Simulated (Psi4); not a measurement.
Input for Psi4: SAPT0/jun-cc-pV(D+d)Z on C2HNO2 (a complex), monomers drawn apart or pushed together.

```
memory 1800 MB

molecule dimer {
0 1
C    -0.16911623    0.29580944   -1.61664731
N    -0.15244065    0.26138366   -0.45398306
H    -0.13826659    0.23092218    0.54681809
--
0 1
O    -0.09517483    0.15206938    2.89125563
C    -0.04983438    0.09258211    4.05089681
O    -0.00505505    0.03368594    5.20385234
units angstrom
symmetry c1
no_reorient
no_com
}

set {
  basis jun-cc-pV(D+d)Z
  scf_type df
  freeze_core true
}

energy('sapt0')
```

Output:

```
[...]
==> Input File <==

--------------------------------------------------------------------------
memory 1800 MB

molecule dimer {
0 1
C    -0.16911623    0.29580944   -1.61664731
N    -0.15244065    0.26138366   -0.45398306
H    -0.13826659    0.23092218    0.54681809
--
0 1
O    -0.09517483    0.15206938    2.89125563
C    -0.04983438    0.09258211    4.05089681
O    -0.00505505    0.03368594    5.20385234
units angstrom
symmetry c1
no_reorient
no_com
}

set {
  basis jun-cc-pV(D+d)Z
  scf_type df
  freeze_core true
}

energy('sapt0')
--------------------------------------------------------------------------


   => Loading Basis Set <=

    Name: JUN-CC-PV(D+D)Z
    Role: ORBITAL
    Keyword: BASIS
    atoms 1, 5 entry C          line   188 file jun-cc-pv_dpd_z.gbs
    atoms 2    entry N          line   222 file jun-cc-pv_dpd_z.gbs
    atoms 3    entry H          line    60 file jun-cc-pv_dpd_z.gbs
    atoms 4, 6 entry O          line   256 file jun-cc-pv_dpd_z.gbs

   => Loading Basis Set <=

    Name: JUN-CC-PV(D+D)Z
    Role: ORBITAL
    Keyword: BASIS
    atoms 1, 5 entry C          line   188 file jun-cc-pv_dpd_z.gbs
    atoms 2    entry N          line   222 file jun-cc-pv_dpd_z.gbs
    atoms 3    entry H          line    60 file jun-cc-pv_dpd_z.gbs
    atoms 4, 6 entry O          line   256 file jun-cc-pv_dpd_z.gbs


  //>>>>>>>>>>>>>>>>>>>>>>>>>>>>>>>>>>>//
  //              Dimer HF             //
  //<<<<<<<<<<<<<<<<<<<<<<<<<<<<<<<<<<<//

   => Libint2 <=

    Primary   basis highest AM E, G, H:  7, 6, 3
    Auxiliary basis highest AM E, G, H:  7, 7, 4
    Onebody   basis highest AM E, G, H:  -, -, -
    Solid Harmonics ordering:            Gaussian


   => Loading Basis Set <=

    Name: JUN-CC-PV(D+D)Z
    Role: ORBITAL
    Keyword: BASIS
    atoms 1, 5 entry C          line   188 file jun-cc-pv_dpd_z.gbs
    atoms 2    entry N          line   222 file jun-cc-pv_dpd_z.gbs
    atoms 3    entry H          line    60 file jun-cc-pv_dpd_z.gbs
    atoms 4, 6 entry O          line   256 file jun-cc-pv_dpd_z.gbs


         ---------------------------------------------------------
                                   SCF
               by Justin Turney, Rob Parrish, Andy Simmonett
                          and Daniel G. A. Smith
                              RHF Reference
                        1 Threads,   1716 MiB Core
         ---------------------------------------------------------

  ==> Geometry <==

    Molecular point group: c1
    Full point group: C1

    Geometry (in Angstrom), charge = 0, multiplicity = 1:

       Center              X                  Y                   Z               Mass
    ------------   -----------------  -----------------  -----------------  -----------------
         C           -0.169116230000     0.295809440000    -1.616647310000    12.000000000000
         N           -0.152440650000     0.261383660000    -0.453983060000    14.003074004430
         H           -0.138266590000     0.230922180000     0.546818090000     1.007825032230
         O           -0.095174830000     0.152069380000     2.891255630000    15.994914619570
         C           -0.049834380000     0.092582110000     4.050896810000    12.000000000000
         O           -0.005055050000     0.033685940000     5.203852340000    15.994914619570

  Running in c1 symmetry.

  Rotational constants: A =      5.04760  B =      0.02111  C =      0.02103 [cm^-1]
  Rotational constants: A = 151323.27541  B =    632.99382  C =    630.36059 [MHz]
  Nuclear repulsion =  118.070223939005544

  Charge       = 0
  Multiplicity = 1
  Electrons    = 36
  Nalpha       = 18
  Nbeta        = 18

  ==> Algorithm <==

  SCF Algorithm Type is DF.
  DIIS enabled.
  MOM disabled.
  Fractional occupation disabled.
  Guess Type is SAD.
  Energy threshold   = 1.00e-08
  Density threshold  = 1.00e-08
  Integral threshold = 1.00e-12

  ==> Primary Basis <==

  Basis Set: JUN-CC-PV(D+D)Z
    Blend: JUN-CC-PV(D+D)Z
    Number of shells: 43
    Number of basis functions: 95
    Number of Cartesian functions: 100
    Spherical Harmonics?: true
    Max angular momentum: 2

   => Loading Basis Set <=

    Name: (JUN-CC-PV(D+D)Z AUX)
    Role: JKFIT
    Keyword: DF_BASIS_SCF
    atoms 1, 5 entry C          line   146 file jun-cc-pvdz-jkfit.gbs
    atoms 2    entry N          line   202 file jun-cc-pvdz-jkfit.gbs
    atoms 3    entry H          line    70 file jun-cc-pvdz-jkfit.gbs
    atoms 4, 6 entry O          line   258 file jun-cc-pvdz-jkfit.gbs

  ==> Integral Setup <==

  DFHelper Memory: AOs need 0.029 GiB; user supplied 1.257 GiB.
  SCF_SUBTYPE=INCORE selected. In-core MEM_DF algorithm will be used.
  Using in-core AOs.

  ==> MemDFJK: Density-Fitted J/K Matrices <==

    J tasked:                   Yes
    K tasked:                   Yes
    wK tasked:                   No
    OpenMP threads:               1
    Algorithm:                 Core
    Schwarz Cutoff:           1E-12
    Mask sparsity (%):       8.3989
    
[...]
cupation by Irrep:
              A
    DOCC [    11 ]
    NA   [    11 ]
    NB   [    11 ]

  @DF-RHF Final Energy:  -187.65871008457549

   => Energetics <=

    Nuclear Repulsion Energy =             58.4584098735936522
    One-Electron Energy =                -372.4205880492702363
    Two-Electron Energy =                 126.3034680911010810
    Total Energy =                       -187.6587100845754890

Computation Completed


Properties will be evaluated at   0.000000,   0.000000,   0.000000 [a0]

Properties computed using the SCF density matrix


 Multipole Moments:

 ------------------------------------------------------------------------------------
     Multipole            Electronic (a.u.)      Nuclear  (a.u.)        Total (a.u.)
 ------------------------------------------------------------------------------------

 L = 1.  Multiply by 2.5417464519 to convert [e a0] to [Debye]
 Dipole X            :          2.0812472           -2.0802962            0.0009510
 Dipole Y            :         -3.8590817            3.8579424           -0.0011393
 Dipole Z            :       -168.2922192          168.3108094            0.0185902
 Magnitude           :                                                    0.0186493

 ------------------------------------------------------------------------------------

  Constructing Basis Sets for SAPT...

   => Loading Basis Set <=

    Name: (JUN-CC-PV(D+D)Z AUX)
    Role: RIFIT
    Keyword: DF_BASIS_SAPT
    atoms 1, 5 entry C          line   100 file jun-cc-pvdz-ri.gbs
    atoms 2    entry N          line   144 file jun-cc-pvdz-ri.gbs
    atoms 3    entry H          line    30 file jun-cc-pvdz-ri.gbs
    atoms 4, 6 entry O          line   188 file jun-cc-pvdz-ri.gbs

   => Loading Basis Set <=

    Name: (JUN-CC-PV(D+D)Z AUX)
    Role: JKFIT
    Keyword: DF_BASIS_ELST
    atoms 1, 5 entry C          line   146 file jun-cc-pvdz-jkfit.gbs
    atoms 2    entry N          line   202 file jun-cc-pvdz-jkfit.gbs
    atoms 3    entry H          line    70 file jun-cc-pvdz-jkfit.gbs
    atoms 4, 6 entry O          line   258 file jun-cc-pvdz-jkfit.gbs


  //>>>>>>>>>>>>>>>>>>>>>>>>>>>>>>>>>>>//
  //               SAPT0               //
  //<<<<<<<<<<<<<<<<<<<<<<<<<<<<<<<<<<<//



        SAPT0
    Ed Hohenstein
     6 June 2009

      Orbital Information
  --------------------------
    NSO        =        95
    NMO        =        95
    NRI        =       339
    NRI (Elst) =       418
    NOCC A     =         7
    NOCC B     =        11
    FOCC A     =         2
    FOCC B     =         3
    NVIR A     =        88
    NVIR B     =        84

    Elst10,r            =    -0.003996019700 [Eh]
    Exch10              =     0.001259866641 [Eh]
    Exch10 (S^2)        =     0.001258694827 [Eh]

    Maxiter = 50
    CPHF R converge = 1.000000E-08

    Iter     Energy [mEh]          dE [mEh]         Residual      Time [s]
       1      -0.13098103       0.130981030     2.337183e-03             0
       2      -0.13617148       0.005190446     7.644040e-04             0
       3      -0.14519978       0.009028307     1.981416e-04             0
       4      -0.14529178       0.000092001     4.766424e-05             0
       5      -0.14492935      -0.000362437     5.451181e-06             0
       6      -0.14495205       0.000022707     9.233437e-07             0
       7      -0.14494971      -0.000002347     1.244974e-07             0
       8      -0.14494990       0.000000190     2.011672e-08             0
       9      -0.14494989      -0.000000012     3.241964e-09             0

    CHF Iterations converged

    Maxiter = 50
    CPHF R converge = 1.000000E-08

    Iter     Energy [mEh]          dE [mEh]         Residual      Time [s]
       1      -0.66473843       0.664738431     1.095981e-02             0
       2      -0.62918767      -0.035550760     2.474539e-03             0
       3      -0.70460057       0.075412898     6.614492e-04             0
       4      -0.70815134       0.003550770     1.982447e-04             0
       5      -0.70742413      -0.000727213     6.004828e-05             0
       6      -0.70693892      -0.000485203     1.520380e-05             0
       7      -0.70702703       0.000088108     4.045085e-06             0
       8      -0.70704080       0.000013767     6.085974e-07             0
       9      -0.70703618      -0.000004613     6.903894e-08             0
      10      -0.70703652       0.000000333     1.362310e-08             0
      11      -0.70703648      -0.000000035     4.506411e-09             0

    CHF Iterations converged

    Ind20,r (A<-B)      =    -0.000144949885 [Eh]
    Ind20,r (B<-A)      =    -0.000707036482 [Eh]
    Ind20,r             =    -0.000851986367 [Eh]
    Exch-Ind20,r (A<-B) =     0.000092189311 [Eh]
    Exch-Ind20,r (B<-A) =     0.000083509825 [Eh]
    Exch-Ind20,r        =     0.000175699136 [Eh]
    Disp20              =    -0.001114353773 [Eh]
    Disp20 (SS)         =    -0.000557176886 [Eh]
    Disp20 (OS)         =    -0.000557176886 [Eh]
    Exch-Disp20         =     0.000060882020 [Eh]
    Exch-Disp20 (SS)    =     0.000033171402 [Eh]
    Exch-Disp20 (OS)    =     0.000027710618 [Eh]

    SAPT Results
  --------------------------------------------------------------------------------------------------------
    Electrostatics                 -3.99601970 [mEh]      -2.50754022 [kcal/mol]     -10.49154828 [kJ/mol]
      Elst10,r                     -3.99601970 [mEh]      -2.50754022 [kcal/mol]     -10.49154828 [kJ/mol]

    Exchange                        1.25986664 [mEh]       0.79057825 [kcal/mol]       3.30777941 [kJ/mol]
      Exch10                        1.25986664 [mEh]       0.79057825 [kcal/mol]       3.30777941 [kJ/mol]
      Exch10(S^2)                   1.25869483 [mEh]       0.78984293 [kcal/mol]       3.30470281 [kJ/mol]

    Induction                      -0.84640425 [mEh]      -0.53112668 [kcal/mol]      -2.22223405 [kJ/mol]
      Ind20,r                      -0.85198637 [mEh]      -0.53462952 [kcal/mol]      -2.23688990 [kJ/mol]
      Exch-Ind20,r                  0.17569914 [mEh]       0.11025287 [kcal/mol]       0.46129802 [kJ/mol]
      delta HF,r (2)               -0.17011702 [mEh]      -0.10675004 [kcal/mol]      -0.44664217 [kJ/mol]

    Dispersion                     -1.05347175 [mEh]      -0.66106351 [kcal/mol]      -2.76588971 [kJ/mol]
      Disp20                       -1.11435377 [mEh]      -0.69926755 [kcal/mol]      -2.92573543 [kJ/mol]
      Exch-Disp20                   0.06088202 [mEh]       0.03820404 [kcal/mol]       0.15984572 [kJ/mol]
      Disp20 (SS)                  -0.55717689 [mEh]      -0.34963377 [kcal/mol]      -1.46286771 [kJ/mol]
      Disp20 (OS)                  -0.55717689 [mEh]      -0.34963377 [kcal/mol]      -1.46286771 [kJ/mol]
      Exch-Disp20 (SS)              0.03317140 [mEh]       0.02081537 [kcal/mol]       0.08709150 [kJ/mol]
      Exch-Disp20 (OS)              0.02771062 [mEh]       0.01738868 [kcal/mol]       0.07275422 [kJ/mol]

  Total HF                         -3.58255731 [mEh]      -2.24808865 [kcal/mol]      -9.40600291 [kJ/mol]
  Total SAPT0                      -4.63602906 [mEh]      -2.90915216 [kcal/mol]     -12.17189262 [kJ/mol]

  Special recipe for scaled SAPT0 (see Manual):
    Electrostatics sSAPT0          -3.99601970 [mEh]      -2.50754022 [kcal/mol]     -10.49154828 [kJ/mol]
    Exchange sSAPT0                 1.25986664 [mEh]       0.79057825 [kcal/mol]       3.30777941 [kJ/mol]
    Induction sSAPT0               -0.84591308 [mEh]      -0.53081847 [kcal/mol]      -2.22094448 [kJ/mol]
    Dispersion sSAPT0              -1.05330156 [mEh]      -0.66095670 [kcal/mol]      -2.76544285 [kJ/mol]
  Total sSAPT0                     -4.63536769 [mEh]      -2.90873714 [kcal/mol]     -12.17015620 [kJ/mol]
  --------------------------------------------------------------------------------------------------------



*** Psi4 exiting successfully. Buy a developer a beer!
```

The run finished.

Cost: about 4 core-seconds (a rough figure).
